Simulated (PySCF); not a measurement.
`InChI=1S/C7H13N/c1-5-6-7(2)8(3)4/h5H,1-4H3`

Geometry:
```csv
atom,x (Å),y (Å),z (Å)
C1,3.298,-1.319,-0.047
C2,2.146,-0.816,-0.869
C3,1.064,-0.243,-0.398
C4,-0.030,0.389,0.007
C5,-0.018,1.886,0.168
N6,-1.244,-0.270,0.244
C7,-1.237,-1.694,0.043
C8,-2.036,0.163,1.369
H9,4.241,-0.837,-0.353
H10,3.139,-1.127,1.023
H11,3.437,-2.405,-0.188
H12,2.240,-0.954,-1.958
H13,0.908,2.299,-0.250
H14,-0.875,2.336,-0.359
H15,-0.074,2.189,1.226
H16,-0.807,-1.928,-0.942
H17,-2.268,-2.076,0.076
H18,-0.638,-2.238,0.804
H19,-2.160,1.254,1.368
H20,-3.040,-0.281,1.298
H21,-1.604,-0.132,2.350
```

Method: TDDFT CAM-B3LYP/aug-cc-pVDZ circular dichroism and optical rotation, one conformer, gas phase (PySCF). Geometry: PBE0-D3(BJ)/def2-SVP.

No stereocentre is labelled: unless the shape is locked (an allene, a helicene, a hindered biaryl), the mirror image is equally populated and a measured rotation or CD is zero.

Q: Draw the ECD and absorption spectra from the lowest 12 states, each a Gaussian of half-width 0.2 eV at 1/e height.

A: 
```tsv
E (eV)	λ (nm)	Δε (L mol⁻¹ cm⁻¹)	ε (L mol⁻¹ cm⁻¹)
4.22	294	-0.02	0.521
4.37	284	-0.38	17.9
4.52	274	-2.81	218
4.67	265	-6.39	920
4.82	257	-4.05	1350
4.97	249	-0.22	1300
5.12	242	+1.17	4570
5.27	235	-0.51	10600
5.42	229	-5.13	9870
5.57	223	+1.67	5480
5.72	217	+25.67	7840
5.87	211	+34.64	11700
6.02	206	+8.72	8840
6.17	201	-7.36	5590
```
Δε uses R in velocity form, ε uses f in length form. Only the states computed contribute, so the short-wavelength end is incomplete.
